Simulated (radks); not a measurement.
All-electron atom: Au77+ in [He].

Method: Dirac Kohn-Sham, BLYP, spin-unpolarised, spherical densities, finite nucleus; Fermi nuclear charge, rms radius 5.4371 fm; computed with a radial shooting solver on a logarithmic mesh with Libxc functionals.

Energy parts (eV):
part                      energy
total                 -185285.23
kinetic                226098.47
electron-nucleus      -412915.43
Hartree                  3088.68
exchange-correlation    -1556.95

Orbitals (lengths in bohr, moments of r in powers of bohr; r(max) is where P^2 peaks; r(90%) holds 90 % of the orbital's charge):
orbital	occ.	eigenvalue (eV)	r(90%)	r(max)	<r^2>	small-component weight
1s1/2	2	-91304.13	0.0307	0.01039	0.0003888	9.06e-02

The highest occupied level is 1s1/2 at -91304 eV. The electron density at the nucleus is 1.787e+06 e/bohr^3. For comparison, the ionisation energy in NIST's Atomic Spectra Database is 91515.8 eV (theoretical). In exact Kohn-Sham theory the highest level is minus the ionisation energy, but local and semilocal functionals leave it too shallow, through self-interaction and a potential that decays too fast; potentials with the right tail come closer.
